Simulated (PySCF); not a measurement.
A structure optimised at B3LYP-D3(BJ)/def2-SVP, used in a PySCF frequency run:

```
C
H 1 1.0986
H 1 1.0986 2 109.88
H 1 1.0995 2 108.36 3 -118.22
S 1 1.8448 2 112.15 4 -116.33
Cd 5 2.3613 1 102.24 2 -62.10
Br 6 2.4401 1 147.42 2 -54.99
```

**Question.** Write its SMILES, formula and point group.

**Answer.** C[S][Cd][Br], CH₃BrCdS, Cs

**Question.** What are its rotational constants (standard atomic weights)?

**Answer.** 12.539, 0.66483, 0.63394 GHz
